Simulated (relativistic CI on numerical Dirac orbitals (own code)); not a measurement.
A reference radial Dirac CI calculation of Cl III gave the lowest total energy -459.49754 Ha in 20 SCF steps, from this input:

```
atom Cl  Z=17  charge=2  electrons=15
nucleus A=35  rms_radius_fm=3.3654
hamiltonian dirac-coulomb  breit=on  qed=on  c_scale=1
orbitals kli  potential=per-configuration
slater_scale 1
correlation none
mixing on
grid step=0.0125 r_max=34.3
scf mixing=0.4 start=green max_iterations=150 tolerance=2e-08 node_fill=0.05
configurations
  [Ne] 3s2 3p3
  [Ne] 3s 3p4
end
```

One setting was then changed, and the output read:

```
SCF 1: [Ne] 3s2 3p3
 iter      energy (Ha)   residual   last orbital (Ha)
    1      -456.622199   1.26e+00     -1.89901
    2      -458.997490   5.37e-01     -1.53443
    3      -459.571869   2.77e-02     -1.34808
    4      -459.573370   3.02e-02     -1.40050
    5      -459.574471   1.04e-03     -1.38364
    6      -459.574486   1.28e-04     -1.38227
error: SCF of 1s2 2s2 2p6 3s2 3p3 did not converge
end: not converged
```

Q: Which setting was changed?
A. iteration limit
B. charge
C. end of the grid
D. configuration list

A: A. The iteration limit 6. This setting is bad on purpose; its numbers may not be properties of the ion.
